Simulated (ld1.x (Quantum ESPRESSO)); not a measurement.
# Configuration tests for titanium (Ti) (ultrasoft)

titanium (Ti), ultrasoft, made with ld1.x (Quantum ESPRESSO) 7.5 (BP86, scalar-relativistic). Core [Ar], reference 3d2 4s1.75 4p0 (charge +0.25). Waves: 4s (bound): rcut 3.10, rcutus 3.30 bohr; 4s channel at 0.3 Ry: rcut 3.10, rcutus 3.30 bohr; 4p (bound, empty): rcut 2.35, rcutus 3.30 bohr; 4p channel at 0.25 Ry: rcut 2.35, rcutus 3.30 bohr; 3d (bound): rcut 1.15, rcutus 1.30 bohr; 3d channel at 0.4 Ry: rcut 1.15, rcutus 1.30 bohr. Local part: all-electron potential smoothed inside 3.15 bohr (lloc = -1). Core correction: a·sin(br)/r model core inside 1.00 bohr. Augmentation charge: PSQ, inside the norm-conserving radii.

Energies are relative to the spin-unpolarised reference configuration 3d2 4s1.75 4p0; without spin polarisation the order of configurations can differ from experiment.

```
valence configuration  charge  ΔE all-electron (eV)  error AE − PS (meV)
          3d2 4s2 4p0       0                -1.327                 -0.2
          3d2 4s1 4p0      +1                 6.192                 -5.9
          3d2 4s0 4p0      +2                19.854                  -59
          3d2 4s0 4p2       0                 5.032                  -26
          3d3 4s0 4p0      +1                 6.259                 -261
        3d2 4s1.5 4p0    +0.5                 1.688                 -0.6
```

Problem. What are ΔE and the potential's error for 3d1 4s2 4p1?

Solution. ΔE = 3.370 eV all-electron; the error (AE − PS) is -415 meV.
